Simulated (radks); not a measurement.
Polarisability of neutral oxygen, [He] 2s2 2p4, at imaginary frequency. Calculated with a radial shooting solver on a logarithmic mesh with Libxc functionals: scalar-relativistic Kohn-Sham, LDA (Slater exchange, VWN5 correlation), spin-unpolarised, spherical densities, finite nucleus; Fermi nuclear charge, rms radius 2.6991 fm. Response by self-consistent Sternheimer equations with the Hartree and adiabatic LDA kernel, the relativistic mass of each level held fixed and spin-orbit coupling left out.

w (hartree),alpha1(iw) (bohr^3)
0.00266,6.013
0.0143,6.009
0.0360,5.987
0.0697,5.918
0.118,5.752
0.186,5.426
0.280,4.886
0.413,4.130
0.605,3.225
0.892,2.291
1.35,1.449
2.12,0.7902
3.59,0.3499
6.94,0.1126
17.5,0.02075

Static values: alpha1 = 6.013 bohr^3 (0.8910 angstrom^3; uncoupled 7.211). C6 = 18.40, triple-dipole C9 = 77.70 atomic units. One-pole (London) frequency 4 C6 / (3 alpha1^2) = 0.678 hartree, against 0.338 for minus the highest occupied eigenvalue. Recommended static value: 5.3 bohr^3 (Schwerdtfeger and Nagle, 2023 table).

Beside tabulated values, note that spin-unpolarised runs miss the spin-polarisation part of the exchange energy of open shells.
